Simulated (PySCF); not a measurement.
Compound: CH₈BNSn.
Atom-mapped SMILES: `[CH3:1][NH:2][BH:3][SnH3:4]` (hydrogens: H5, H6, H7 on C1; H8 on N2; H9 on B3; H10, H11, H12 on Sn4)

Computed, not measured: PBE0-D3(BJ)/def2-SVP geometry optimisation, gas phase, def2 core potentials past Kr (PySCF).

Q: List the bond lengths, angles and torsions at this level.

A: 
```json
{"bond": "C1–N2", "length (Å)": "1.445"}
{"bond": "N2–B3", "length (Å)": "1.386"}
{"bond": "B3–Sn4", "length (Å)": "2.252"}
{"bond": "C1–H5, C1–H6, C1–H7", "length (Å)": "1.101"}
{"bond": "N2–H8", "length (Å)": "1.015"}
{"bond": "B3–H9", "length (Å)": "1.211"}
{"bond": "Sn4–H10, Sn4–H11, Sn4–H12", "length (Å)": "1.722"}
```

Bonds in one row agree within 0.01 Å and their mean is given. A selection of angles:
```json
{"angle": "N2–C1–H5", "degrees": "111.5"}
{"angle": "N2–C1–H7", "degrees": "109.4"}
{"angle": "H5–C1–H6", "degrees": "107.8"}
{"angle": "C1–N2–B3", "degrees": "127.0"}
{"angle": "C1–N2–H8", "degrees": "113.4"}
{"angle": "B3–N2–H8", "degrees": "119.6"}
{"angle": "N2–B3–Sn4", "degrees": "119.8"}
{"angle": "N2–B3–H9", "degrees": "118.2"}
{"angle": "Sn4–B3–H9", "degrees": "121.9"}
{"angle": "B3–Sn4–H10", "degrees": "110.9"}
{"angle": "B3–Sn4–H11", "degrees": "113.0"}
{"angle": "H10–Sn4–H11", "degrees": "106.4"}
```

Torsions: C1–N2–B3–Sn4 180° (antiperiplanar). The mirror-image conformer, all signs reversed, is as good.

B3 (three-coordinate boron) is planar (angles 121.9°, 119.8° and 118.2°, sum 360.0°, 0.00 Å off the plane of its three neighbours). Sn4 (tin bonded to B and 3 H) is distorted tetrahedral (angles from 106.3° to 113.4°). N2 (boron-bound nitrogen) is planar (angles 127.0°, 119.6° and 113.4°, sum 360.0°, 0.00 Å off the plane of its three neighbours). The 4 heavy atoms lie in one plane (0.001 Å rms). Of the pairs four or more bonds apart, H7···H9 is among the closest relative to their van der Waals radii: 2.44 Å, 102 % of the sum of Bondi's values.

Point group: near Cs, missed by 0.10 Å at most; the miss may be what the optimiser left on a soft mode. PBE0-D3(BJ)/def2-SVP frequencies: not computed here. The numbers are those of one conformer.

Time: 68 s of wall time; peak memory 0.45 GiB. Hardware: one thread of an Arm Neoverse V1, shared host with 32 logical CPUs at a one-minute load of 16. These figures are those of the optimisation.
